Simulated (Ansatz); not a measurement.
Ansatz (a program for electronic structure) input (HF/3-21G): The .json file is the Basis Set Exchange's 3-21G.

Ansatz 0.2 input:
```yaml
crystal:
  periodic: [false, false, false]
  atoms:
    - {symbol: C, position_ang: [0.00079941, 1.35642057, 0.24508958]}
    - {symbol: C, position_ang: [-1.17190162, 0.33623301, 0.19296588]}
    - {symbol: S, position_ang: [-0.00080680, -1.08930607, -0.34353686]}
    - {symbol: C, position_ang: [1.17259169, 0.33532717, 0.19033209]}
    - {symbol: H, position_ang: [0.00203143, 1.98061985, 1.12709518]}
    - {symbol: H, position_ang: [0.00004947, 1.98013321, -0.63699345]}
    - {symbol: H, position_ang: [-1.93813028, 0.53770763, -0.53470123]}
    - {symbol: H, position_ang: [-1.59686220, 0.11378839, 1.15675487]}
    - {symbol: H, position_ang: [1.93733895, 0.53621026, -0.53905492]}
    - {symbol: H, position_ang: [1.59954460, 0.11255339, 1.15316404]}
basis:
  gaussian:
    orbitals: 3-21G.json
hamiltonian:
  xc: {name: HF}
phonons: {temperatures: {t_min: 298.15, t_max: 298.15, t_step: 100}}
```

Output:

```
Functional definition: HF
integrals: 0.01 GiB planned
701 factors; integrals over basis functions are off by at most 5.3e-4 eV
mean field: 0.12 GiB planned
mean field evaluation 1: about -13930.5480 eV, gradient 1.7e1 eV
mean field evaluation 2: about -13930.8250 eV, gradient 1.7e1 eV
mean field evaluation 4: about -13931.7453 eV, gradient 1.8e0 eV
mean field evaluation 8: about -13931.7555 eV, gradient 4.1e-4 eV
mean field -13931.75546270 eV, -511.9825699711 hartree, gradient 1.1e-5 eV, S^2 0.000000; 0 other end points of the search recorded, 0 dependent functions left out
the calculation of the forces begins
reference -13931.75546270 eV, -511.9825699711 hartree; 20, 20 occupied and 32, 32 virtual orbitals, 701 factors
these checks for a lower state are left out or cut short: stability, starts, cluster_reference, orbital_swaps, neighbouring_geometries, increment
integrals: 0.01 GiB planned
701 factors; integrals over basis functions are off by at most 5.3e-4 eV
mean field: 0.12 GiB planned
mean field evaluation 16: about -13931.7553 eV, gradient 1.4e-3 eV
mean field -13931.75525856 eV, -511.9825624691 hartree, gradient 1.1e-6 eV, S^2 0.000000; 0 other end points of the search recorded, 0 dependent functions left out
the calculation of the forces begins
reference -13931.75525856 eV, -511.9825624691 hartree; 20, 20 occupied and 32, 32 virtual orbitals, 701 factors
these checks for a lower state are left out or cut short: stability, starts, cluster_reference, orbital_swaps, neighbouring_geometries, increment
integrals: 0.01 GiB planned
701 factors; integrals over basis functions are off by at most 5.3e-4 eV
mean field: 0.12 GiB planned
mean field evaluation 32: about -13931.7552 eV, gradient 1.1e-6 eV
mean field -13931.75524353 eV, -511.9825619167 hartree, gradient 1.1e-6 eV, S^2 0.000000; 0 other end points of the search recorded, 0 dependent functions left out
the calculation of the forces begins
reference -13931.75524353 eV, -511.9825619167 hartree; 20, 20 occupied and 32, 32 virtual orbitals, 701 factors
these checks for a lower state are left out or cut short: stability, starts, cluster_reference, orbital_swaps, neighbouring_geometries, increment
integrals: 0.01 GiB planned
701 factors; integrals over basis functions are off by at most 5.3e-4 eV
mean field: 0.12 GiB planned
mean field -13931.75530914 eV, -511.9825643280 hartree, gradient 1.1e-6 eV, S^2 0.000000; 0 other end points of the search recorded, 0 dependent functions left out
the calculation of the forces begins
reference -13931.75530914 eV, -511.9825643280 hartree; 20, 20 occupied and 32, 32 virtual orbitals, 701 factors
these checks for a lower state are left out or cut short: stability, starts, cluster_reference, orbital_swaps, neighbouring_geometries, increment
integrals: 0.01 GiB planned
701 factors; integrals over basis functions are off by at most 5.3e-4 eV
mean field: 0.12 GiB planned
mean field -13931.75530769 eV, -511.9825642745 hartree, gradient 1.1e-6 eV, S^2 0.000000; 0 other end points of the search recorded, 0 dependent functions left out
the calculation of the forces begins
reference -13931.75530769 eV, -511.9825642745 hartree; 20, 20 occupied and 32, 32 virtual orbitals, 701 factors
these checks for a lower state are left out or cut short: stability, starts, cluster_reference, orbital_swaps, neighbouring_geometries, increment
integrals: 0.01 GiB planned
701 factors; integrals over basis functions are off by at most 5.3e-4 eV
mean field: 0.12 GiB planned
mean field -13931.75529010 eV, -511.9825636282 hartree, gradient 1.1e-6 eV, S^2 0.000000; 0 other end points of the search recorded, 0 dependent functions left out
the calculation of the forces begins
reference -13931.75529010 eV, -511.9825636282 hartree; 20, 20 occupied and 32, 32 virtual orbitals, 701 factors
these checks for a lower state are left out or cut short: stability, starts, cluster_reference, orbital_swaps, neighbouring_geometries, increment
integrals: 0.01 GiB planned
701 factors; integrals over basis functions are off by at most 5.3e-4 eV
mean field: 0.12 GiB planned
mean field evaluation 64: about -13931.7553 eV, gradient 6.0e-3 eV
mean field -13931.75528810 eV, -511.9825635549 hartree, gradient 1.1e-6 eV, S^2 0.000000; 0 other end points of the search recorded, 0 dependent functions left out
the calculation of the forces begins
reference -13931.75528810 eV, -511.9825635549 hartree; 20, 20 occupied and 32, 32 virtual orbitals, 701 factors
these checks for a lower state are left out or cut short: stability, starts, cluster_reference, orbital_swaps, neighbouring_geometries, increment
integrals: 0.01 GiB planned
701 factors; integrals over basis functions are off by at most 5.3e-4 eV
mean field: 0.12 GiB planned
[...]
integrals: 0.01 GiB planned
701 factors; integrals over basis functions are off by at most 5.3e-4 eV
mean field: 0.12 GiB planned
mean field evaluation 224: about -13931.7554 eV, gradient 1.2e-6 eV
mean field -13931.75539363 eV, -511.9825674330 hartree, gradient 1.1e-6 eV, S^2 0.000000; 0 other end points of the search recorded, 0 dependent functions left out
the calculation of the forces begins
reference -13931.75539363 eV, -511.9825674330 hartree; 20, 20 occupied and 32, 32 virtual orbitals, 701 factors
these checks for a lower state are left out or cut short: stability, starts, cluster_reference, orbital_swaps, neighbouring_geometries, increment
integrals: 0.01 GiB planned
701 factors; integrals over basis functions are off by at most 5.3e-4 eV
mean field: 0.12 GiB planned
mean field -13931.75539685 eV, -511.9825675513 hartree, gradient 1.1e-6 eV, S^2 0.000000; 0 other end points of the search recorded, 0 dependent functions left out
the calculation of the forces begins
reference -13931.75539685 eV, -511.9825675513 hartree; 20, 20 occupied and 32, 32 virtual orbitals, 701 factors
these checks for a lower state are left out or cut short: stability, starts, cluster_reference, orbital_swaps, neighbouring_geometries, increment
integrals: 0.01 GiB planned
701 factors; integrals over basis functions are off by at most 5.3e-4 eV
mean field: 0.12 GiB planned
mean field -13931.75544217 eV, -511.9825692168 hartree, gradient 1.1e-6 eV, S^2 0.000000; 0 other end points of the search recorded, 0 dependent functions left out
the calculation of the forces begins
reference -13931.75544217 eV, -511.9825692168 hartree; 20, 20 occupied and 32, 32 virtual orbitals, 701 factors
these checks for a lower state are left out or cut short: stability, starts, cluster_reference, orbital_swaps, neighbouring_geometries, increment
integrals: 0.01 GiB planned
701 factors; integrals over basis functions are off by at most 5.3e-4 eV
mean field: 0.12 GiB planned
mean field -13931.75544302 eV, -511.9825692479 hartree, gradient 1.1e-6 eV, S^2 0.000000; 0 other end points of the search recorded, 0 dependent functions left out
the calculation of the forces begins
reference -13931.75544302 eV, -511.9825692479 hartree; 20, 20 occupied and 32, 32 virtual orbitals, 701 factors
these checks for a lower state are left out or cut short: stability, starts, cluster_reference, orbital_swaps, neighbouring_geometries, increment
integrals: 0.01 GiB planned
701 factors; integrals over basis functions are off by at most 5.3e-4 eV
mean field: 0.12 GiB planned
mean field evaluation 256: about -13931.4614 eV, gradient 9.7e-4 eV
mean field -13931.75539710 eV, -511.9825675604 hartree, gradient 1.1e-6 eV, S^2 0.000000; 0 other end points of the search recorded, 0 dependent functions left out
the calculation of the forces begins
reference -13931.75539710 eV, -511.9825675604 hartree; 20, 20 occupied and 32, 32 virtual orbitals, 701 factors
these checks for a lower state are left out or cut short: stability, starts, cluster_reference, orbital_swaps, neighbouring_geometries, increment
integrals: 0.01 GiB planned
701 factors; integrals over basis functions are off by at most 5.3e-4 eV
mean field: 0.12 GiB planned
mean field -13931.75539734 eV, -511.9825675693 hartree, gradient 1.1e-6 eV, S^2 0.000000; 0 other end points of the search recorded, 0 dependent functions left out
the calculation of the forces begins
reference -13931.75539734 eV, -511.9825675693 hartree; 20, 20 occupied and 32, 32 virtual orbitals, 701 factors
these checks for a lower state are left out or cut short: stability, starts, cluster_reference, orbital_swaps, neighbouring_geometries, increment
integrals: 0.01 GiB planned
701 factors; integrals over basis functions are off by at most 5.3e-4 eV
mean field: 0.12 GiB planned
mean field -13931.75543104 eV, -511.9825688076 hartree, gradient 1.1e-6 eV, S^2 0.000000; 0 other end points of the search recorded, 0 dependent functions left out
the calculation of the forces begins
reference -13931.75543104 eV, -511.9825688076 hartree; 20, 20 occupied and 32, 32 virtual orbitals, 701 factors
these checks for a lower state are left out or cut short: stability, starts, cluster_reference, orbital_swaps, neighbouring_geometries, increment
integrals: 0.01 GiB planned
701 factors; integrals over basis functions are off by at most 5.3e-4 eV
mean field: 0.12 GiB planned
mean field evaluation 288: about -13931.7554 eV, gradient 6.5e-5 eV
mean field -13931.75542924 eV, -511.9825687418 hartree, gradient 1.1e-6 eV, S^2 0.000000; 0 other end points of the search recorded, 0 dependent functions left out
the calculation of the forces begins
reference -13931.75542924 eV, -511.9825687418 hartree; 20, 20 occupied and 32, 32 virtual orbitals, 701 factors
these checks for a lower state are left out or cut short: stability, starts, cluster_reference, orbital_swaps, neighbouring_geometries, increment
integrals: 0.01 GiB planned
701 factors; integrals over basis functions are off by at most 5.3e-4 eV
mean field: 0.12 GiB planned
mean field -13931.75544228 eV, -511.9825692207 hartree, gradient 1.1e-6 eV, S^2 0.000000; 0 other end points of the search recorded, 0 dependent functions left out
the calculation of the forces begins
reference -13931.75544228 eV, -511.9825692207 hartree; 20, 20 occupied and 32, 32 virtual orbitals, 701 factors
these checks for a lower state are left out or cut short: stability, starts, cluster_reference, orbital_swaps, neighbouring_geometries, increment
integrals: 0.01 GiB planned
701 factors; integrals over basis functions are off by at most 5.3e-4 eV
mean field: 0.12 GiB planned
mean field -13931.75543951 eV, -511.9825691192 hartree, gradient 1.1e-6 eV, S^2 0.000000; 0 other end points of the search recorded, 0 dependent functions left out
the calculation of the forces begins
reference -13931.75543951 eV, -511.9825691192 hartree; 20, 20 occupied and 32, 32 virtual orbitals, 701 factors
these checks for a lower state are left out or cut short: stability, starts, cluster_reference, orbital_swaps, neighbouring_geometries, increment
integrals: 0.01 GiB planned
701 factors; integrals over basis functions are off by at most 5.3e-4 eV
mean field: 0.12 GiB planned
mean field -13931.75536471 eV, -511.9825663700 hartree, gradient 1.1e-6 eV, S^2 0.000000; 0 other end points of the search recorded, 0 dependent functions left out
the calculation of the forces begins
reference -13931.75536471 eV, -511.9825663700 hartree; 20, 20 occupied and 32, 32 virtual orbitals, 701 factors
these checks for a lower state are left out or cut short: stability, starts, cluster_reference, orbital_swaps, neighbouring_geometries, increment
integrals: 0.01 GiB planned
701 factors; integrals over basis functions are off by at most 5.3e-4 eV
mean field: 0.12 GiB planned
mean field evaluation 320: about -13931.7538 eV, gradient 7.0e-1 eV
mean field -13931.75536278 eV, -511.9825662994 hartree, gradient 1.1e-6 eV, S^2 0.000000; 0 other end points of the search recorded, 0 dependent functions left out
the calculation of the forces begins
reference -13931.75536278 eV, -511.9825662994 hartree; 20, 20 occupied and 32, 32 virtual orbitals, 701 factors
Total energy: -13931.75546270 eV, -511.9825699711 hartree
Atom 0 at     0.000799     1.356421     0.245090 Å, force     0.000003     0.000196     0.003008 eV/Å
Atom 1 at    -1.171902     0.336233     0.192966 Å, force     0.000412    -0.000385    -0.001935 eV/Å
Atom 2 at    -0.000807    -1.089306    -0.343537 Å, force     0.000000    -0.000400     0.000193 eV/Å
Atom 3 at     1.172592     0.335327     0.190332 Å, force    -0.000417    -0.000385    -0.001934 eV/Å
Atom 4 at     0.002031     1.980620     1.127095 Å, force     0.000001     0.000984     0.000136 eV/Å
Atom 5 at     0.000049     1.980133    -0.636993 Å, force    -0.000000    -0.000771     0.000081 eV/Å
Atom 6 at    -1.938130     0.537708    -0.534701 Å, force    -0.000584    -0.000158    -0.000002 eV/Å
Atom 7 at    -1.596862     0.113788     1.156755 Å, force     0.000350     0.000538     0.000228 eV/Å
Atom 8 at     1.937339     0.536210    -0.539055 Å, force     0.000584    -0.000158    -0.000003 eV/Å
Atom 9 at     1.599545     0.112553     1.153164 Å, force    -0.000350     0.000538     0.000228 eV/Å
Dipole moment:     0.000398     0.508722     0.179644 e Å
Vibrations: 108.53 577.18 663.73 746.45 849.17 881.18 959.08 1016.45 1032.81 1143.43 1308.57 1325.06 1372.11 1385.00 1450.53 1623.99 1627.82 1655.21 3249.38 3288.37 3289.33 3299.42 3357.69 3361.78 cm⁻¹, zero-point energy 2.453167 eV
```

The blocks after the first are displaced geometries, from whose forces the wavenumbers follow.
